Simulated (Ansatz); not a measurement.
System: C2H7Si, net charge 0, doublet state. It need not be the lowest isomer of its formula. 
Structure (B3LYP-D3(BJ)/def2-TZVP (Ansatz, a first-principles code) minimum search):
```
C
H 1 1.0861
C 1 1.4914 2 115.89
H 3 1.0914 1 112.82 2 -179.65
H 3 1.0971 4 107.62 1 -123.15
H 3 1.0972 4 107.59 5 -113.74
Si 1 1.8420 2 119.74 3 179.79
H 7 1.4818 1 110.46 2 1.10
H 7 1.4878 8 108.96 1 -122.10
H 7 1.4880 8 108.87 9 -115.72
```
Charge 0, spin multiplicity 2.

Property: atomisation energy (electronic, to ground-state atoms), in kcal/mol. Correlated levels leave the core frozen unless marked. UHF or UKS for open shells. No spin-orbit coupling. Non-relativistic. The coupled-cluster limit lacks core correlation, which all-electron functionals hold. CBS(X,Y): correlation extrapolated as X^-3; Hartree-Fock from the larger set. The bracket is a focal-point correction in the basis named.

```json
[
 {"level": "HF/6-31G*", "program": "Ansatz", "atomisation energy (kcal/mol)": "626.6"},
 {"level": "HF/cc-pV(D+d)Z", "program": "Ansatz", "atomisation energy (kcal/mol)": "621.9"},
 {"level": "PBE/def2-TZVPD", "program": "Ansatz", "atomisation energy (kcal/mol)": "817.8"},
 {"level": "PBE-D3(BJ)/def2-TZVPD", "program": "Ansatz + dftd3", "atomisation energy (kcal/mol)": "821.8"},
 {"level": "r2SCAN/def2-TZVPD", "program": "Ansatz", "atomisation energy (kcal/mol)": "819.5"},
 {"level": "B3LYP-D4/def2-TZVPD", "program": "Ansatz + dftd4", "atomisation energy (kcal/mol)": "819.1"},
 {"level": "B3LYP/def2-TZVPD", "program": "Ansatz", "atomisation energy (kcal/mol)": "813.2"},
 {"level": "PBE0/def2-TZVPD", "program": "Ansatz", "atomisation energy (kcal/mol)": "814.0"},
 {"level": "BHLYP-D4/def2-TZVPD", "program": "Ansatz + dftd4", "atomisation energy (kcal/mol)": "807.3"},
 {"level": "r2SCANh/def2-TZVPD", "program": "Ansatz", "atomisation energy (kcal/mol)": "817.4"},
 {"level": "B2GP-PLYP/def2-TZVPD", "program": "Ansatz", "atomisation energy (kcal/mol)": "803.8"},
 {"level": "PBE-QIDH/def2-TZVPD", "program": "Ansatz", "atomisation energy (kcal/mol)": "808.4"},
 {"level": "RI-MP2/aug-cc-pV(T+d)Z", "program": "Ansatz", "atomisation energy (kcal/mol)": "798.9"},
 {"level": "SCS-MP2/aug-cc-pV(D+d)Z", "program": "Ansatz", "atomisation energy (kcal/mol)": "766.2"},
 {"level": "CCSD/aug-cc-pV(D+d)Z", "program": "Ansatz", "atomisation energy (kcal/mol)": "759.7"},
 {"level": "CCSD/CBS(aug-cc-pV(T+d)Z,aug-cc-pV(Q+d)Z)", "program": "Ansatz", "atomisation energy (kcal/mol)": "808.1"},
 {"level": "CCSD(T)/cc-pV(D+d)Z", "program": "Ansatz", "atomisation energy (kcal/mol)": "759.9"},
 {"level": "CCSD(T)/aug-cc-pV(T+d)Z", "program": "Ansatz", "atomisation energy (kcal/mol)": "801.2"},
 {"level": "CCSD(T)/cc-pVTZ", "program": "Ansatz", "atomisation energy (kcal/mol)": "795.9"},
 {"level": "RI-MP2/CBS(cc-pV(T+d)Z,cc-pV(Q+d)Z)+[CCSD(T)-MP2]/cc-pV(Q+d)Z", "program": "Ansatz", "atomisation energy (kcal/mol)": "816.2"},
 {"level": "CCSD(T)/CBS(aug-cc-pV(T+d)Z,aug-cc-pV(Q+d)Z)", "program": "Ansatz", "atomisation energy (kcal/mol)": "815.7"}
]
```
